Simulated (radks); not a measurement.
Results of a calculation; reference values are marked as such.
Problem. All-electron atom: Pb4.5+ in [Xe] 4f14 6s(up 0.5, down 0.5) 5d(up 4.5, down 4) (fractional occupations, a model configuration). Level of theory: scalar-relativistic Kohn-Sham, SCAN, spin-polarised, spherical densities, finite nucleus; meta-GGA in the generalised Kohn-Sham scheme; Fermi nuclear charge, rms radius 5.5012 fm (a radial shooting solver on a logarithmic mesh with Libxc functionals). Some entries of the table are withheld. Estimate them.

orbital,occ.,eigenvalue (eV),r(max) (bohr)
1s up,1,-88235.31,0.009845
1s down,1,-88235.31,0.009845
2s up,1,-15858.92,0.05711
2s down,1,-15858.88,0.05711
2p up,3,-13611.27,0.04761
2p down,3,-13611.23,0.04761
3s up,1,-3863.139,0.1610
3s down,1,-3863.120,0.1610
3p up,3,-3215.114,0.1611
3p down,3,-3215.090,0.1611
3d up,5,-2551.727,0.1316
3d down,5,-2551.685,0.1316
4s up,1,-924.7092,0.3623
4s down,1,-924.6320,0.3623
4p up,3,-711.3586,0.3821
4p down,3,-711.2903,0.3821
4d up,5,-463.1661,0.3883
4d down,5,-463.0887,0.3883
5s up,1,-202.0060,0.7879
5s down,1,-201.4636,0.7873
4f up,7,(1),0.3502
4f down,7,(2),0.3502
5p up,3,-142.5248,0.8805
5p down,3,-141.9072,0.8800
5d up,4.5,-74.1244,1.048
5d down,4,-73.5815,1.047
6s up,0.5,-56.1514,1.784
6s down,0.5,-56.0116,1.785

Solution. 
(1) 4f up eigenvalue (eV): -190.2252
(2) 4f down eigenvalue (eV): -190.1336
